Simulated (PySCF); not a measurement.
Species: C8H12Ge.
Atom-mapped SMILES: `[CH2:1]=[CH:2][Ge:3]([CH:4]=[CH2:5])([CH:6]=[CH2:7])[CH:8]=[CH2:9]`

Geometry (PBE0-D3(BJ)/def2-SVP, Å), atoms numbered from 1 in this order:
```xyz
21
C8H12Ge angstrom
C     -1.8193   -1.6387   -1.9788
C     -1.7358   -1.2958   -0.6900
Ge    -0.3023   -0.1953    0.0280
C     -1.0221    1.1526    1.2298
C     -0.5958    2.4192    1.2406
C      0.9513   -1.3053    1.0184
C      1.4344   -0.9679    2.2176
C      0.6248    0.6753   -1.4401
C      1.9536    0.6528   -1.5822
H     -1.0783   -1.3043   -2.7144
H     -2.6291   -2.2700   -2.3631
H     -2.5051   -1.6624    0.0023
H     -1.8031    0.8530    1.9407
H     -1.0044    3.1664    1.9312
H      0.1833    2.7693    0.5532
H      1.2775   -2.2469    0.5580
H      2.1453   -1.6036    2.7586
H      1.1387   -0.0362    2.7143
H      0.0221    1.2259   -2.1741
H      2.5996    0.1241   -0.8715
H      2.4591    1.1620   -2.4113
```

A calculation gives these core lines: C 1s: 289.77 (area 4), 290.05 (area 4) eV.

Method: delta-SCF UKS SCAN, pcX-2 on the ionised atom, pcseg-1 elsewhere, spin-free X2C in PySCF. One conformer (not necessarily the lowest) at the PBE0-D3(BJ)/def2-SVP geometry, without solvent, vibrations or thermal averaging.

(1) Assign the C 1s lines to atoms.

## Answers

(1) 289.77 eV: C2/C4/C6/C8 (alkene CH carbon); 290.05 eV: C1/C5/C7/C9 (terminal =CH2 carbon). Lowest listed C 1s: C2/C4/C6/C8, bonded to C (double bond), H and Ge. Highest, 0.28 eV above it: C1/C5/C7/C9, bonded to C (double bond) and 2 H. Summing the Pauling electronegativity differences to the bonded atoms, each weighted by its formal bond order, gives -0.89 for the lowest site and -0.70 for the highest.

Bonded neighbours of each site: C1/C5/C7/C9: C (double bond) and 2 H; C2/C4/C6/C8: C (double bond), H and Ge.

Express the binding energy of C 1s of C2/C4/C6/C8 in atomic units and per mole.

289.77 eV = 10.6489 Eh = 27959 kJ/mol.

One atom of each set of topologically equivalent atoms was ionised and stands for the set; in this conformer not all members are related by symmetry, and their own values weren't computed. No level of germanium is listed.

The run took 43 s of wall time on an Arm Neoverse V1 with one thread (shared host).
